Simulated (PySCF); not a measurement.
TaOBr, SMILES [Br][Ta]=[O] (connectivity only; charge and spin as stated), neutral, multiplicity 3.

The structure is a stationary point at B3LYP-D3(BJ)/def2-TZVP. The spin state was assumed, not searched. The def2 effective core potentials stand for the cores of Ta; spin–orbit coupling is left out.

Computed with PySCF with CAM-B3LYP/def2-TZVPD.

### Question
Estimate the frontier levels, dipole moment and polarisability. (The exact figures need the calculation; the answer reports its results.)

### Answer

```json
{
  "α spin, highest occupied and lowest empty level": "-7.56 and -2.04 eV",
  "β spin, highest occupied and lowest empty level": "-10.03 and -2.47 eV",
  "dipole_moment": "3.57 D",
  "quadrupole, principal values (traceless, Buckingham form, about the centre of nuclear charge)": "-10.29, 3.28, 7.01 D·Å",
  "mean_static_polarisability": "79.5 bohr³ (11.78 Å³)",
  "polarisability_principal_values": "70.9, 75.8, 91.6 bohr³",
  "⟨S²⟩": "2.007 (pure state 2.00)"
}
```
